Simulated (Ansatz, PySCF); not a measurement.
Pair of molecules: CH4 (SMILES C) (first 5 atoms) with CH2O2 (SMILES O=CO); geometry from B3LYP-D3(BJ)/def2-TZVP.
(charge 0, multiplicity 1):
```xyz
10

C     -0.06824     0.02253     0.09792
H      0.13408    -0.23224    -0.94107
H      0.63390    -0.50677     0.74136
H      0.04872     1.09984     0.22239
H     -1.09088    -0.27279     0.33654
O      1.12179    -0.67055     3.58051
C      0.30283     0.05750     4.06434
O     -0.61750     0.75423     3.38032
H      0.19275     0.25478     5.13838
H     -0.49925     0.56296     2.43373
```

Monomers are frozen at their geometry in the pair; levels with a basis set take the counterpoise correction. Rows marked so take none.

Rows in 6-31G* carry no dispersion term and start afresh at each structure (6-31G* with six Cartesian d functions).

Programs: Ansatz (an electronic-structure program); PySCF for 6-31G* rows, the dispersion terms. Values without a source in brackets are computed.

Question: One of these levels gives -1.50 kcal/mol for the interaction energy. Which?
(A) BP86/6-31G* (no counterpoise)
(B) BLYP-D3(BJ)/def2-TZVPPD
(C) r2SCAN-D3(BJ)/def2-TZVPPD
(D) HF/6-31G*

Answer: B, BLYP-D3(BJ)/def2-TZVPPD. The others give 0.30 (HF/6-31G*), -1.13 (BP86/6-31G* (no counterpoise)), -1.98 (r2SCAN-D3(BJ)/def2-TZVPPD)
